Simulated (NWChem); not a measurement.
System: C4H4F2; SMILES CC(F)(C#C)F

Parts of the log:

```
             Northwest Computational Chemistry Package (NWChem) 7.3.0
             --------------------------------------------------------

                             Geometry "geometry" -> ""
                             -------------------------

 Output coordinates in angstroms (scale by  1.889725989 to convert to a.u.)

  No.       Tag          Charge          X              Y              Z
 ---- ---------------- ---------- -------------- -------------- --------------
    1 C                    6.0000    -0.03878500     2.35671600     0.00000000
    2 C                    6.0000    -0.05100000     1.14838400     0.00000000
    3 C                    6.0000    -0.01969100    -0.32490700     0.00000000
    4 C                    6.0000     1.37451600    -0.90096200     0.00000000
    5 F                    9.0000    -0.69337900    -0.78027900    -1.08846800
    6 F                    9.0000    -0.69337900    -0.78027900     1.08846800
    7 H                    1.0000    -0.04016900     3.43188400     0.00000000
    8 H                    1.0000     1.91786600    -0.57205700     0.89521700
    9 H                    1.0000     1.29419100    -1.99684400     0.00000000
   10 H                    1.0000     1.91786600    -0.57205700    -0.89521700

 Effective nuclear repulsion energy (a.u.)     227.5556985004

                                 NWChem DFT Module
                                 -----------------

 Summary of "ao basis" -> "ao basis" (spherical)
 ------------------------------------------------------------------------------
       Tag                 Description            Shells   Functions and Types
 ---------------- ------------------------------  ------  ---------------------
 C                          def2-svp                 6       14   3s2p1d
 F                          def2-svp                 6       14   3s2p1d
 H                          def2-svp                 3        5   2s1p

 in cosmo_initialize ...

 solvent parameters
 solvname_short: unkn
 solvname_long:  unknown
 dielec:       11.7000

          ---------------
          -cosmo- solvent
          ---------------
 Cosmo: York-Karplus, doi: 10.1021/jp992097l
 dielectric constant -eps-     =  11.70
 screen = (eps-1)/(eps    )    =   0.91453
 surface charge correction     = lagrangian

   van der Waals surface
 --------------------------

[...]

                                   COSMO solvation results
                                   -----------------------

                 gas phase energy =      -354.038290743688
                 sol phase energy =      -354.044727186567
 (electrostatic) solvation energy =         0.006436442879 (    4.04 kcal/mol)

                       DFT Final Molecular Orbital Analysis
                       ------------------------------------

 Vector   21  Occ=2.000000D+00  E=-4.374772D-01
              MO Center=  1.3D-01, -5.3D-01, -1.1D-09, r^2= 2.3D+00
   Bfn.  Coefficient  Atom+Function         Bfn.  Coefficient  Atom+Function
  ----- ------------  ---------------      ----- ------------  ---------------
    46      0.317161   4 C  px               32     -0.257185   3 C  px
    60     -0.241190   5 F  px               74     -0.241190   6 F  px
    61      0.232353   5 F  py               75      0.232353   6 F  py
    22     -0.224988   2 C  py               33      0.204853   3 C  py
    19     -0.182962   2 C  py               63      0.175870   5 F  px

 Vector   22  Occ=2.000000D+00  E=-3.696711D-01
              MO Center= -5.4D-02,  1.6D+00, -1.6D-09, r^2= 1.6D+00
   Bfn.  Coefficient  Atom+Function         Bfn.  Coefficient  Atom+Function
  ----- ------------  ---------------      ----- ------------  ---------------
    20      0.426188   2 C  pz                6      0.417170   1 C  pz
    23      0.244167   2 C  pz                9      0.241977   1 C  pz
    61     -0.103139   5 F  py               75      0.103139   6 F  py
    64      0.077495   5 F  py               78     -0.077495   6 F  py
    48     -0.043089   4 C  pz               51     -0.030876   4 C  pz

 Vector   23  Occ=2.000000D+00  E=-3.650754D-01
              MO Center=  2.7D-02,  1.6D+00,  3.0D-10, r^2= 1.9D+00
   Bfn.  Coefficient  Atom+Function         Bfn.  Coefficient  Atom+Function
  ----- ------------  ---------------      ----- ------------  ---------------
     4      0.417522   1 C  px               18      0.410342   2 C  px
    21      0.248889   2 C  px                7      0.241911   1 C  px
    47     -0.110549   4 C  py               95      0.089488   9 H  s
    46      0.079020   4 C  px               32     -0.073383   3 C  px
    31     -0.072973   3 C  s                45     -0.058838   4 C  s

 Vector   24  Occ=0.000000D+00  E= 4.956825D-02
              MO Center= -3.3D-02,  1.4D+00, -1.5D-09, r^2= 2.7D+00
   Bfn.  Coefficient  Atom+Function         Bfn.  Coefficient  Atom+Function
  ----- ------------  ---------------      ----- ------------  ---------------
     9      0.642048   1 C  pz               23     -0.539026   2 C  pz
     6      0.395101   1 C  pz               20     -0.364015   2 C  pz
    37     -0.330083   3 C  pz               34     -0.208852   3 C  pz
    59     -0.201671   5 F  s                73      0.201671   6 F  s
    61      0.111205   5 F  py               64     -0.111498   5 F  py

 Vector   25  Occ=0.000000D+00  E= 5.646144D-02
              MO Center= -2.2D-02,  1.4D+00,  9.5D-10, r^2= 3.2D+00
   Bfn.  Coefficient  Atom+Function         Bfn.  Coefficient  Atom+Function
  ----- ------------  ---------------      ----- ------------  ---------------
     7      0.670522   1 C  px               21     -0.607168   2 C  px
    45      0.533832   4 C  s                 4      0.390653   1 C  px
    18     -0.375671   2 C  px               96     -0.359070   9 H  s
    35     -0.267895   3 C  px               49     -0.220611   4 C  px
    31     -0.145708   3 C  s                59     -0.130603   5 F  s

[...]
```

Level: M06-2X/def2-SVP, COSMO on the gas-phase geometry. Structure relaxed at the PBE0/def2-SVP level. COSMO prints the solvation energy as gas minus solution, so a positive value is a stabilisation.

Problem. Reconstruct the input file.

Solution. One answer among several that fit: the input that was run:
```
start job
memory heap 200 mb stack 900 mb global 1100 mb
geometry units angstroms noautosym nocenter noautoz
  C     -0.038785     2.356716     0.000000
  C     -0.051000     1.148384     0.000000
  C     -0.019691    -0.324907     0.000000
  C      1.374516    -0.900962     0.000000
  F     -0.693379    -0.780279    -1.088468
  F     -0.693379    -0.780279     1.088468
  H     -0.040169     3.431884     0.000000
  H      1.917866    -0.572057     0.895217
  H      1.294191    -1.996844     0.000000
  H      1.917866    -0.572057    -0.895217
end
basis spherical
  C library def2-svp
  F library def2-svp
  H library def2-svp
end
dft
  xc m06-2x
  iterations 150
end
cosmo
  dielec 11.7
end
task dft energy
```
